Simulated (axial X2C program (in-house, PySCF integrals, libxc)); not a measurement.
Worked dissociation energy of FeBr: HF, scalar-relativistic

Calculated with an in-house relativistic program for diatomic molecules. Spin-free means the one-electron spin-free X2C Hamiltonian. Basis: Br dyall-cv3z [8s9p6d4f1g], Fe dyall-cv3z [9s10p6d3f2g] (cores contracted in-house); Gaussian nuclei, density fitting, unrestricted open shells. Masses: Br 78.918 u, Fe 55.935 u.

Molecular state: M_S = 5/2, Λ = 2 (beyond evenly filled blocks: 2 × σα, π+α, π-α, δ+α, δ+β, δ-α).

| Property | Result |
| --- | --- |
| E(Br) (2M_S = 1, M_L = 0) | -2604.502930 hartree |
| E(Fe) (2M_S = 4, M_L = 0) | -1271.375393 hartree |
| E(FeBr) at Re | -3875.973354 hartree |
| ωe | 286.0 cm⁻¹ |
| ωexe | 0.776 cm⁻¹ |

Work out De and D0.

De = -2604.502930 + (-1271.375393) − (-3875.973354) = 0.09503 hartree = 2.586 eV. The zero-point energy is ωe/2 − ωexe/4 = 143 cm⁻¹ = 0.018 eV, so D0 = 2.568 eV.

The state is a single determinant with fixed occupations, the lowest that a limited PBE0 search found. Dissociation energies refer to the lowest single-determinant-based atoms at the same level and basis. Other states lie close and PBE0, whose exact exchange favours high spin, may order them wrongly; the determinant shown need not be the ground state. The nearest other spin-free determinant of the search, M_S = 5/2, Λ = 0, lies 0.09 eV up at the distance of the search. Spin-free De lacks the spin–orbit lowering of the heavy p-block atom, a tenth of an eV or more for 4p and 5p, up to an eV for 6p and one to two eV for 7p atoms, less what an open-shell molecule gains itself.

Hartree–Fock lacks correlation and underbinds, often by eV.

Each atomic determinant is the lowest at this level and need not be a pure term. Totals compare only within one Hamiltonian and basis.
